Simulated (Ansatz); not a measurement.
Consider the cleavage of the B–Si bond: `C[SiH2]BO` + `OBF` → `OBOBF` + `C[SiH3]`.

Calculated with Ansatz (gas phase, PBE0-D4/def2-TZVP geometries, no zero-point term in ΔE). CCSD(T)/CBS is the MP2 limit (def2-TZVPP, def2-QZVPP) plus CCSD(T) − MP2 in def2-TZVPP, frozen cores. This one scheme is used for every species. Functionals use def2-TZVPP. B3LYP here is the variant with VWN-RPA as its local correlation; programs differ in this. HSE06 is defined as in plane-wave codes. One conformer a species, not always the lowest.

CCSD(T)/CBS gives -32.9 kcal/mol.

Q: Another level gave -31.3 kcal/mol. Which?
A. HF/def2-TZVPP
B. HSE06/def2-TZVPP
C. PBE/def2-TZVPP
D. B3LYP/def2-TZVPP

A: B. HSE06 -31.3, HF/def2-TZVPP -38.9, B3LYP -34.1, PBE -29.8 kcal/mol.

Largest T1 diagnostic among the species: 0.014.

At CCSD(T), def2-SVP lies −2.5 kcal/mol from the extrapolated value and def2-TZVPP +0.1 kcal/mol. From BLYP to BHLYP (50 % exact exchange), in def2-TZVPP and without D4, ΔE moves by −3.4 kcal/mol. In def2-TZVPP, CCSD(T) changes the Hartree–Fock value by +6.1 kcal/mol (the triples alone add +0.7 kcal/mol) and MP2 by +5.0 kcal/mol.
